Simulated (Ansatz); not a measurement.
Harmonic frequencies (cm⁻¹) at PBE0-D4/def2-TZVP from Ansatz: 129, 166, 235, 337, 490, 622, 722, 794, 917, 1215, 1644, 3243.

Which molecule is it?
A. `C=CI`
B. `ClC(Cl)=CI`
C. `F/C(I)=C\I`
D. `Br/C=C/I`

B.
